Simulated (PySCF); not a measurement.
FH₄NO₂Si, SMILES F[Si](O)(N)O. Heavy atoms are numbered as in [NH2:1][Si:2]([OH:3])([OH:4])[F:5]. Hydrogens are named by the atom that carries them.

Geometry: B3LYP-D3(BJ)/def2-SVP. The structure was generated by enumeration, and PubChem lists no compound with its InChIKey, so it may never have been made. The values are those of a single conformer.

Calculation: PBE/def2-TZVP (PySCF).

Atomic charges (e), one atom of each kind:

| atom | IAO | Löwdin |
|---|---|---|
| N1 (NH2) | -0.87 | -0.22 |
| Si2 | 1.66 | -0.32 |
| O3 (OH) | -0.79 | -0.09 |
| F5 | -0.53 | 0.02 |
| H on N1 | 0.29 | 0.17 |
| H on O3 | 0.38 | 0.18 |

Computed Mayer and Wiberg (Löwdin basis) orders of the bonds:
```
bond    Mayer  Wiberg
------  -----  ------
N1–Si2   1.21    1.54
Si2–O3   1.24    1.68
Si2–O4   1.26    1.69
Si2–F5   1.13    1.68
```
